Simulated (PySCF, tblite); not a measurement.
Compound: C7H9NOS.
Geometry (GFN2-xTB, Å), atoms numbered from 1 in this order:
```
atom  x, y, z in Å
C1     2.892    0.556    1.646
C2     2.833    0.249    0.490
C3     2.657   -0.117   -0.890
S4     0.961    0.276   -1.484
C5     0.000   -0.798   -0.273
C6     0.298   -2.158   -0.657
N7     0.617   -3.203   -0.993
O8    -1.350   -0.553   -0.314
C9    -1.738    0.710    0.202
C10   -3.253    0.786    0.172
H11    2.999    0.827    2.654
H12    2.832   -1.184   -1.045
H13    3.315    0.466   -1.535
H14    0.451   -0.578    0.713
H15   -1.297    1.507   -0.412
H16   -1.362    0.817    1.231
H17   -3.607    0.667   -0.848
H18   -3.579    1.748    0.555
H19   -3.678   -0.007    0.781
```

Jobs on this species (19 atoms, 82 electrons) with PySCF (density fitting) and tblite. Hardware of each: Arm Neoverse V1, one thread, on a shared host. Other jobs ran on the host; a repeat could differ by tens of per cent or more.

```csv
level and settings,work,basis functions,SCF cycles,wall time
PBE0/pcSseg-1,"shieldings, charges and field gradients",222,?,?
GFN2-xTB,L-BFGS relaxation,–,–,1.0 s
GFN2-xTB,Hessian by finite differences,–,–,0.82 s
```

Question: Fill in the missing figures.

Answer: 
- PBE0/pcSseg-1; shieldings, charges and field gradients: 42 s, 15 SCF cycles

Question: What do all jobs in the table cost together?

Answer: About 44 s; the longest takes about 96 % of that, and about 51 times as long as the shortest.
